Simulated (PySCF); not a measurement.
**Ionisation energy of Os³⁸⁺ by level of theory**

Os³⁸⁺ [Kr] 4d2 [4d3/2^2, M_J = 2] → Os³⁹⁺ [Kr] 4d1 [4d3/2^1, M_J = 3/2], as a difference of total energies. All numbers are calculated (PySCF 2.14, the two-component X2C-1e Hamiltonian, in an even-tempered Gaussian basis (16 s from 4.3 bohr⁻², ratio 2.8; 14 p from 5.6 bohr⁻², ratio 2.8; 9 d from 5.6 bohr⁻², ratio 2.8; 3 f from 21 bohr⁻², ratio 3)). Correlated levels: [Ar] 3d10 frozen; the 96 highest virtual spinors dropped. "Screened" scales the spin-orbit matrix elements by Boettger's factors to mimic the two-electron term; Breit and QED terms are absent.

```json
{"method": "GHF (spin-free)", "ionisation energy (eV)": "1709.9"}
{"method": "GMP2 (spin-free)", "ionisation energy (eV)": "1709.8"}
{"method": "GHF (screened spin-orbit)", "ionisation energy (eV)": "1721.3"}
{"method": "GMP2 (screened spin-orbit)", "ionisation energy (eV)": "1721.4"}
```

Breit and QED terms and the two-electron picture change are absent.

The spin-free rows relax to the high-spin LS determinant and lack the spin-orbit shift.

The labels give the starting determinants; with spin-orbit coupling the two ends relaxed to ⟨J²⟩ = 6.02, ⟨L²⟩ = 10.24, ⟨S²⟩ = 1.59 and ⟨J²⟩ = 3.75, ⟨L²⟩ = 6.09, ⟨S²⟩ = 0.84.

For comparison: 1720 ± 4 eV (theoretical estimate listed by NIST; NIST Atomic Spectra Database, ionization energies).
